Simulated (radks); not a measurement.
Q: All-electron atom: Nd V in [Xe] 4f2. Method: scalar-relativistic Kohn-Sham, PBEsol, spin-polarised, spherical densities, finite nucleus; open shells are filled with parallel spins first (spin-orbit coupling, left out, can overturn this in heavy ions); Fermi nuclear charge, rms radius 4.9123 fm; computed with a radial shooting solver on a logarithmic mesh with Libxc functionals. Some entries of the table are withheld. Estimate them.

orbital,occ.,eigenvalue (hartree),<r> (bohr)
1s down,1,-1595.987,0.02364
1s up,1,-1595.987,0.02364
2s up,1,-259.7619,0.1010
2s down,1,-259.7614,0.1010
2p up,3,-232.4569,0.08882
2p down,3,-232.4566,0.08882
3s up,1,-57.91889,0.2665
3s down,1,-57.89340,0.2665
3p up,3,-49.30670,0.2647
3p down,3,-49.28136,0.2646
3d up,5,-37.33957,0.2419
3d down,5,-37.31986,0.2418
4s up,1,-13.06091,0.6050
4s down,1,-12.99607,0.6050
4p up,3,-10.22461,0.6394
4p down,3,-10.15981,0.6394
4d up,5,-6.18659,0.6977
4d down,5,-6.12220,0.6980
5s up,1,-3.06905,1.394
5s down,1,-3.03478,1.401
5p up,3,-2.31240,1.572
5p down,3,-2.28645,1.582
4f up,2,(1),(2)
4f down,0,(3),(4)

A: 
(1) 4f up eigenvalue (hartree): -1.85765
(2) 4f up <r> (bohr): 0.8963
(3) 4f down eigenvalue (hartree): -1.79888
(4) 4f down <r> (bohr): 0.9053
